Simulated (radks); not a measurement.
The numbers below are computed, except where a source is named.
Problem. These are the eigenvalues of the occupied orbitals of an atom or ion with whole-number occupations (eV). Level of theory: scalar-relativistic Kohn-Sham, r2SCAN, spin-polarised, spherical densities, finite nucleus; meta-GGA in the generalised Kohn-Sham scheme; Fermi nuclear charge, rms radius of each element as measured or else 0.836 A^(1/3) + 0.57 fm (a radial shooting solver on a logarithmic mesh with Libxc functionals).

| orbital | eigenvalue |
|---|---|
| 1s up | -1277.975 |
| 1s down | -1277.890 |
| 2s up | -91.9247 |
| 2s down | -91.8392 |
| 2p up | -57.0441 |
| 2p down | -56.9119 |
| 3s up | -12.0723 |

Which element is it, and in what charge state? The configuration may be excited. Open shells, if any, are filled with parallel spins first.

Solution. Z = 12, magnesium, charge +1: Mg+ in [Ne] 3s1. The list shows which subshells hold electrons but not how many an open one holds; the 1s level, -46.965 hartree, gives Z - s = 9.7 by -(Z - s)^2/2, which with screening and relativity narrows Z to a few neighbours, and the depths of the outer levels then fix element, charge and occupations together.
